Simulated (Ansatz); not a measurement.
Two structures of SnNH₇, closed shell, reached by relaxing down either side of one saddle point (PBE0-D4/def2-TZVP). Energies are electronic, without zero-point energy. Program: Ansatz 0.2.0. Basis: def2-TZVPP and def2-QZVPP. Cores are frozen in the correlated methods. Filled d shells of the heavier atoms are correlated. Core potentials replace the inner electrons of the atoms past krypton. The def2 sets are not built for correlating such inner shells, so the correlated values are less sure here. Extrapolation: Hartree–Fock as exp(−7.88 √X), correlation as X^−2.97. First:

| atom | x (Å) | y (Å) | z (Å) |
| --- | --- | --- | --- |
| Sn1 | -0.9997 | -1.0777 | -0.2013 |
| H2 | 0.5356 | -1.8024 | -0.3330 |
| H3 | -2.1608 | -2.3289 | -0.4349 |
| H4 | -1.2740 | -0.4382 | 1.3529 |
| H5 | -1.2695 | 0.0760 | -1.4242 |
| H6 | 1.7565 | 0.9595 | 0.9621 |
| N7 | 1.1041 | 1.1900 | 0.2223 |
| H8 | 0.6616 | 2.0660 | 0.4732 |
| H9 | 1.6464 | 1.3557 | -0.6170 |

Second:

Sn1  (-1.277, -0.017, -0.481)
H2  (2.360, -1.552, 1.578)
H3  (-1.016, -1.427, -1.403)
H4  (-1.956, -0.360, 1.043)
H5  (-2.292, 1.065, -1.343)
H6  (1.987, -1.019, 1.205)
N7  (0.570, 0.748, -0.106)
H8  (0.541, 1.589, 0.457)
H9  (1.082, 0.973, -0.950)
(Å)

(1) Which bonds change from the first to the second?

(2) Give the saddle point's structure and its height above each. (Judge from chemistry; the value comes from the calculation.)

No T1 diagnostic of these runs exceeds 0.014.

Results:

(1) SnH₄ + NH₃ → SnNH₅ ([NH2][SnH3]) + H₂; bonds formed: Sn1–N7, H2–H6; bonds broken: Sn1–H2, H6–N7.

(2) Computed: 2.001 eV above the first and 1.613 eV above the second (CCSD(T) at an estimated basis limit (MP2 extrapolated from triple and quadruple zeta, plus CCSD(T) − MP2 in triple zeta)).
```
atom    x (Å)    y (Å)    z (Å)
 Sn1  -0.8866  -0.4606  -0.1372
  H2   0.9417  -1.1962   0.8772
  H3  -0.6920  -1.7926  -1.1755
  H4  -1.6564  -0.6926   1.3608
  H5  -1.8528   0.6918  -1.0042
  H6   1.2216  -0.1814   0.5420
  N7   0.8568   0.8501  -0.0436
  H8   0.7625   1.6996   0.5060
  H9   1.3053   1.0819  -0.9255
```

Labels in which every atom is bracketed show which atoms are joined, not bond orders.

For scale, one of the runs: CCSD(T)/def2-TZVPP, 179 basis functions, launched by `ansatz run in.yaml --threads 2 --pin off --events-out ev --progress --plain --max-ram 4352MiB`. The run took 24 s on 2 CPU threads (shared host), with 1.9 GiB of host memory at its peak.
